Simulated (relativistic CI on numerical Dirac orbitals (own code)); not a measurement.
# Slater and spin-orbit integrals, Tl⁴⁴⁺

These numbers are calculated, not measured: Dirac-Coulomb-Breit CI, KLI orbitals optimised for each configuration, a model potential for QED, unscaled Slater integrals (own radial code, finite nucleus).

Slater integrals F^k, G^k are unscaled and averaged over j, outside the closed core [Ar] 3d10; ζ comes from projecting the Hamiltonian with its Breit term on Σ l·s of the shell.

- 4s²4p⁶4d: ζ(4d) = 100410 cm⁻¹; <r>(4d) = 0.3642, <r^2>(4d) = 0.1517 (bohr units).
- 4s²4p⁶4f: ζ(4f) = 19067 cm⁻¹; <r>(4f) = 0.3365, <r^2>(4f) = 0.1277 (bohr units).
- 4s²4p⁵4d²: ζ(4p) = 799710, F^2(4d,4d) = 274400, F^4(4d,4d) = 187120, F^2(4p,4d) = 274060, G^1(4p,4d) = 337850, G^3(4p,4d) = 217050, ζ(4d) = 100050 cm⁻¹; <r>(4p) = 0.3655, <r^2>(4p) = 0.1515, <r>(4d) = 0.3643, <r^2>(4d) = 0.1518 (bohr units).

Give the Racah parameters of the d shell in 4s²4p⁵4d².

B = F²/49 − 5F⁴/441 = 3479 cm⁻¹ and C = 35F⁴/441 = 14850 cm⁻¹.

Averages of the first 10 configurations, taken without configuration mixing, which lowers the lowest level and can move excited configurations by several eV; other configurations of the list can lie among them:

```
Configuration  Parity  States  Average energy above the lowest level (eV)
     4s²4p⁶4d    even      10                                        20.9
     4s²4p⁶4f     odd      14                                       261.4
    4s²4p⁵4d²     odd     270                                       276.4
     4s4p⁶4d²    even      90                                       509.0
   4s²4p⁵4d4f    even     840                                       514.1
    4s4p⁶4d4f     odd     280                                       746.9
     4s²4p⁶5s    even       2                                       679.8
     4s²4p⁶5p     odd       6                                       780.5
       4p⁶4d³    even     120                                      1002.2
       4p⁵4d⁴     odd    1260                                      1254.0
```
